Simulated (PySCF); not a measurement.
A structure optimised at ωB97X-D3(BJ)/def2-TZVPD, used in a PySCF frequency run:

```xyz
3

Se     0.0000     0.0000     0.0566
H      0.0000    -1.0493    -0.9621
H      0.0000     1.0493    -0.9621
```

Task: Write its SMILES, formula and point group.

Result: [SeH2], H₂Se, C2v

Task: What are its rotational constants (standard atomic weights)?

Result: 247.73, 227.67, 118.64 GHz
